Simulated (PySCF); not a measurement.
C2H4BF3, SMILES FCB(F)CF. Coordinates come from a B3LYP-D3(BJ)/def2-SVP optimisation. This is a generated structure with no PubChem entry under its InChIKey; it may be hypothetical. Other conformers were not sampled.

Computed equilibrium geometry at B3LYP-D3(BJ)/def2-SVP (PySCF confirms it by a frequency run) as Cartesian coordinates in Å, and its point group (one conformer of several):
point group Cs.
```xyz
10

F     -0.5876    -2.2341     0.0000
C     -0.8345    -0.8747     0.0000
B      0.4692     0.0013     0.0000
F      1.6709    -0.5600     0.0000
C      0.3901     1.5753     0.0000
F     -0.9276     2.0187     0.0000
H     -1.4538    -0.6041     0.8790
H     -1.4538    -0.6041    -0.8790
H      0.9132     1.9883    -0.8850
H      0.9132     1.9883     0.8850
```
Charge 0, spin multiplicity 1.
